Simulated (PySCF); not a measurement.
A side-by-side comparison of computed properties.

First species: C7H12.
SMILES: `C=C(CC)C1CC1`

Second species: ethyldimethoxyborane, C4H11BO2.
SMILES: `CCB(OC)OC`

Levels: CAM-B3LYP/def2-SVPD for dipole moment, HOMO energy, LUMO energy, HOMO–LUMO gap, static isotropic polarisability and electronic spatial extent ⟨r²⟩ about the centre of nuclear charge; TDDFT CAM-B3LYP/def2-SVPD for lowest singlet excitation; TDA CAM-B3LYP/def2-SVPD for lowest triplet excitation (Tamm–Dancoff); ΔSCF CAM-B3LYP/def2-SVPD for vertical ionisation energy; PBE0-D3(BJ)/def2-SVP for rotational constant A and rotational constant C. Geometries: PBE0-D3(BJ)/def2-SVP. Each structure is a single optimised conformer of the isolated species, non-relativistic unless stated; the electronic structure was computed with PySCF and density fitting.

The conformers computed, where there is a choice (atom-mapped SMILES and torsion angles):
- `[CH2:1]=[C:2]([CH2:3][CH3:4])[CH:5]1[CH2:6][CH2:7]1`: C1–C2–C3–C4 0°, C1–C2–C5–C6 -35°
- `[CH3:1][CH2:2][B:3]([O:4][CH3:5])[O:6][CH3:7]`: C1–C2–B3–O4 179°, C2–B3–O4–C5 0°, C2–B3–O6–C7 -179°

Values for the first species:

* Dipole moment: 0.72 D
* HOMO energy: -7.96 eV
* LUMO energy: 1.43 eV
* HOMO–LUMO gap: 9.39 eV
* Lowest singlet excitation: 6.60 eV
* Lowest triplet excitation (Tamm–Dancoff): 4.13 eV
* Static isotropic polarisability: 82.6 au
* Vertical ionisation energy: 8.65 eV
* Electronic spatial extent ⟨r²⟩ about the centre of nuclear charge: 980 bohr²
* Rotational constant A: 6.291 GHz
* Rotational constant C: 1.338 GHz

Estimate the same properties for the second species, and the change in each.

```
                                                         property      first     second  second less first
                                                    dipole moment     0.72 D     1.41 D            +0.69 D
                                                      HOMO energy   -7.96 eV   -9.58 eV           -1.62 eV
                                                      LUMO energy    1.43 eV    0.93 eV           -0.50 eV
                                                    HOMO–LUMO gap    9.39 eV   10.51 eV           +1.12 eV
                                        lowest singlet excitation    6.60 eV    7.62 eV           +1.02 eV
                         lowest triplet excitation (Tamm–Dancoff)    4.13 eV    7.48 eV           +3.35 eV
                                  static isotropic polarisability    82.6 au    71.7 au           -10.9 au
                                       vertical ionisation energy    8.65 eV   10.37 eV           +1.72 eV
electronic spatial extent ⟨r²⟩ about the centre of nuclear charge  980 bohr²  983 bohr²           +3 bohr²
                                            rotational constant A  6.291 GHz  2.622 GHz         -3.669 GHz
                                            rotational constant C  1.338 GHz  1.267 GHz         -0.071 GHz
```

On the first: A dipole of 0.72 D is allowed in Cs, and pure rotational transitions are dipole-allowed. S1 lies 2.79 eV below the HOMO–LUMO gap; its leading configuration is HOMO→LUMO+1, weight 0.96.

On the second: The vertical singlet–triplet gap S1 − T1 is 0.14 eV (TDDFT singlet less Tamm–Dancoff triplet). The principal polarisabilities are 59.1, 76.4 and 79.5 au; their mean is the isotropic value.
